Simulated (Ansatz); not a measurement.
Mulliken charges of C₂H₆InO (`C[O][In][CH3]`) radical from PBE/def2-TZVPP in Ansatz (PBE0-D4/def2-TZVP geometry).

```
atom   x (Å)   y (Å)   z (Å)  charge (e)
  C1  -1.215   1.751   0.897      -0.106
  O2  -0.467   0.615   0.593      -0.442
 In3   0.305   0.015  -1.166       0.468
  C4   1.308  -1.928  -0.874      -0.519
  H5  -0.789   2.675   0.481       0.073
  H6  -1.255   1.876   1.987       0.086
  H7  -2.252   1.677   0.540       0.076
  H8   1.392  -2.060   0.205       0.135
  H9   2.287  -1.914  -1.350       0.115
 H10   0.685  -2.706  -1.314       0.113
```

Q: By hand: the dipole of these point charges (1 e Å = 4.8032 D).

A: Σ q r = (-0.009, 0.230, -0.478) e Å, of length 0.531 e Å = 2.55 D.

Q: How does the dipole of the full density compare? (An estimate is asked.)

A: Ansatz gave: (0.076, -0.035, -0.258) e Å, 1.30 D; the point charges give 1.96 times that, at 37° from its direction.

Point charges leave out the atoms' own dipoles, such as those of lone pairs, and Mulliken's split depends on the basis, so the two needn't agree.
